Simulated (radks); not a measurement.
All-electron atom: neutral selenium in [Ar] 3d10 4s2 4p4 (the NIST ground configuration).

All-electron calculation, Dirac Kohn-Sham, PBE, spin-unpolarised, spherical densities, point nucleus; open shells are shared between the two j in proportion to 2j + 1. Program: a radial shooting solver on a logarithmic mesh with Libxc functionals.

Energy parts (hartree):
total: -2430.11106
kinetic: 2488.36541
electron-nucleus: -5867.50634
Hartree: 1036.93143
exchange-correlation: -87.90157

Orbitals (lengths in bohr, moments of r in powers of bohr; r(max) is where P^2 peaks):
orbital,occ.,eigenvalue (hartree),<r>,<1/r>,<r^2>,r(max)
1s1/2,2,-459.4027,0.04408,34.56,0.002616,0.02880
2s1/2,2,-59.03637,0.1957,7.685,0.04521,0.1645
2p1/2,2,-52.95998,0.1685,7.650,0.03486,0.1296
2p3/2,4,-51.42532,0.1723,7.414,0.03632,0.1327
3s1/2,2,-7.84341,0.5739,2.499,0.3794,0.5024
3p1/2,2,-5.76570,0.5824,2.378,0.3982,0.4947
3p3/2,4,-5.54989,0.5930,2.321,0.4126,0.5033
3d3/2,4,-1.97120,0.6281,2.040,0.4938,0.4513
3d5/2,6,-1.93833,0.6324,2.025,0.5007,0.4540
4s1/2,2,-0.63512,1.796,0.7384,3.709,1.511
4p1/2,1.33333,-0.24859,2.268,0.5827,6.090,1.786
4p3/2,2.66667,-0.23481,2.320,0.5688,6.374,1.822

The highest occupied level is 4p3/2 at -6.389 eV. The density falls to 0.001 e/bohr^3 at r = 4.28 bohr. Summed over all electrons, <r^2> = 41.03 bohr^2, which gives a Langevin (diamagnetic) susceptibility term of -32.5 x 10^-6 cm^3/mol.
